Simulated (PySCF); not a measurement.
## Magnetisability: `FC1=CSSCC1`, C$_{4}$H$_{5}$FS$_{2}$

Molfile (atoms numbered from 1):
```
C4H5FS2
     RDKit          3D

 12 12  0  0  0  0  0  0  0  0999 V2000
    1.0805   -1.7400   -1.1683 F   0  0  0  0  0  0  0  0  0  0  0  0
    0.8186   -0.7562   -0.2858 C   0  0  0  0  0  0  0  0  0  0  0  0
    1.7637    0.1051    0.0745 C   0  0  0  0  0  0  0  0  0  0  0  0
    1.2663    1.3937    1.1704 S   0  0  0  0  0  0  0  0  0  0  0  0
   -0.3304    2.1002    0.0808 S   0  0  0  0  0  0  0  0  0  0  0  0
   -1.3235    0.5757   -0.1840 C   0  0  0  0  0  0  0  0  0  0  0  0
   -0.5814   -0.6998    0.2287 C   0  0  0  0  0  0  0  0  0  0  0  0
    2.7860    0.0755   -0.2568 H   0  0  0  0  0  0  0  0  0  0  0  0
   -1.5436    0.5712   -1.2511 H   0  0  0  0  0  0  0  0  0  0  0  0
   -2.2518    0.6721    0.3782 H   0  0  0  0  0  0  0  0  0  0  0  0
   -1.1381   -1.5645   -0.1351 H   0  0  0  0  0  0  0  0  0  0  0  0
   -0.5451   -0.7339    1.3225 H   0  0  0  0  0  0  0  0  0  0  0  0
  1  2  1  0
  2  3  2  0
  3  4  1  0
  4  5  1  0
  5  6  1  0
  6  7  1  0
  7  2  1  0
  3  8  1  0
  6  9  1  0
  6 10  1  0
  7 11  1  0
  7 12  1  0
M  END
```

Computed with PySCF, GIAO wB97X-D/pcSseg-1 magnetisability, rotational g tensor and spin-rotation constants, non-relativistic, gas phase. Geometry: GFN2-xTB.

Task: How diamagnetic is it, and how anisotropic?

Result: Isotropic -1323 × 10⁻³⁰ J/T², or -79.7 × 10⁻⁶ cm³/mol; principal values -1456, -1279, -1233 × 10⁻³⁰ J/T², anisotropy 204 × 10⁻³⁰ J/T² (root of half the summed squared differences of the principal values). The susceptibility is in cgs units.

Task: Split it along the inertial axes a, b, c into diamagnetic and paramagnetic parts about the centre of mass, with the quadrupole moment.

Result: 
| axis | χ (10⁻⁶ cm³/mol) | diamagnetic (10⁻⁶ cm³/mol) | paramagnetic (10⁻⁶ cm³/mol) | summed x² of all electrons (Å²) | quadrupole Θ (D Å) |
| --- | --- | --- | --- | --- | --- |
| a | -77.8 | -513.0 | 435.2 | 156.2 | -8.79 |
| b | -79.5 | -788.3 | 708.8 | 91.4 | +8.88 |
| c | -81.7 | -1050.5 | 968.8 | 29.6 | -0.09 |

Anisotropies 2χaa − χbb − χcc = +5.5 and 2χbb − χaa − χcc = +0.5 × 10⁻⁶ cm³/mol. Θ is traceless in Buckingham's convention.

Task: And the rotational g tensor?

Result: 
```tsv
axis	rotational constant (GHz)	g	nuclear part	electronic part
a	2.9198	-0.0220	0.5750	-0.5969
b	1.5854	-0.0184	0.5095	-0.5279
c	1.1693	-0.0095	0.5227	-0.5322
```
Asymmetric top; isotopes 12C, 19F, 1H, 32S; no vibrational averaging.
